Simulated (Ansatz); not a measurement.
**FPSbSi−: where a starting geometry ends**

The starting geometry of this gas-phase triplet was optimised with GFN2-xTB as a singlet.

```xyz
4

F    -0.8479   -0.7198    1.4688
P     1.2840   -0.1320   -0.7551
Sb   -0.7165    0.8291   -1.5349
Si   -0.4434   -1.3834   -0.0641
```

Question: Where would you expect an optimisation with PBE0-D3(BJ)/def2-SVPD to take it?

Answer: It keeps its bonds.

The energy falls by 0.51 eV over 9 steps:

```json
{"step": "1", "E − E(last) (eV)": "0.507"}
{"step": "2", "E − E(last) (eV)": "0.342"}
{"step": "3", "E − E(last) (eV)": "0.241"}
{"step": "4", "E − E(last) (eV)": "0.168"}
{"step": "5", "E − E(last) (eV)": "0.100"}
{"step": "6", "E − E(last) (eV)": "0.053"}
{"step": "7", "E − E(last) (eV)": "0.015"}
{"step": "8", "E − E(last) (eV)": "0.000"}
{"step": "9", "E − E(last) (eV)": "0.000"}
```

Final geometry (Å):

```csv
atom,x (Å),y (Å),z (Å)
F,-0.8579,-0.9468,1.5947
P,1.3930,-0.1634,-0.7299
Sb,-0.7977,0.7923,-1.6984
Si,-0.4612,-1.0883,-0.0517
```

Frequencies at the end are all real (lowest 125 cm⁻¹). Open shells are spin-unrestricted. The triplet needn't be the ground state. Atoms past krypton carry core potentials, without spin–orbit terms. Run with Ansatz 0.2.0, 4.8 min on 1 thread of AMD EPYC (Zen 3) (shared host).
